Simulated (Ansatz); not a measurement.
## A van 't Hoff estimate for GeH3Br + C2H7N ⇌ GeH3(NH2) + C2H5Br

Species: GeH3Br `[GeH3][Br]`, singlet; C2H7N (ethanamine) `CCN`, singlet; GeH3(NH2), singlet; C2H5Br (bromoethane) `CCBr`, singlet. The partners trade Br for NH2: Ge–Br and C–NH2 bonds give way to Ge–NH2 and C–Br.

The electronic reaction energy at CCSD(T)/def2-TZVPP is +53.2 kJ/mol. Shapes: PBE0-D4/def2-TZVP. Flexible molecules stand in one conformer, not always the lowest. Programs: Ansatz 0.2.0. Enthalpy and entropy come from rigid-rotor, harmonic-oscillator sums on unscaled PBE0-D4/def2-TZVP wavenumbers, ideal gases at 1 bar. Symmetry numbers: GeH3Br 3, C2H7N 1, GeH3(NH2) 1, C2H5Br 1. R = 8.3145 J/(mol K).

| T (K) | ΔH (kJ/mol) | ΔS (J/(mol K)) |
| --- | --- | --- |
| 800 | +50.8 | +18.9 |
| 1100 | +51.6 | +19.7 |
| 1400 | ? | ? |

Question: Work out ln K at 800 and 1100 K, and from these estimate it at 1400 K.

Answer: 
1. 800 K: ΔG = +50.8 − 800 × (+18.9)/1000 = +35.7 kJ/mol; ln K = −ΔG/RT = -5.37.
2. 1100 K: ΔG = +51.6 − 1100 × (+19.7)/1000 = +29.9 kJ/mol; ln K = −ΔG/RT = -3.27.
3. Slope against 1000/T: (-3.27 − (-5.37))/(0.9091 − 1.2500) = -6.16, that is −ΔH/R with ΔH near +51 kJ/mol.
4. 1400 K: ln K = -5.37 + (-6.16) × (0.7143 − 1.2500) = -2.07.

The full sums give ΔH = +52.1 kJ/mol, ΔS = +20.1 J/(mol K), ΔG = +24.0 kJ/mol and ln K = -2.06 at 1400 K, so the line is off by -0.01 in ln K; without rounding the miss is -0.01, from the change of ΔH with temperature. The reactants are favoured over this whole range. An error of 10 kJ/mol in the energy moves ln K by 0.9 at 1400 K. Soft modes are treated as harmonic, which can err either way at these temperatures; the lowest are those of C2H7N (252 cm⁻¹), GeH3(NH2) (172 cm⁻¹), C2H5Br (260 cm⁻¹). Other conformers aren't counted. Relativity is left out for Br, Ge. Outer-core shells of Br, Ge are correlated, in sets that cover them unevenly.
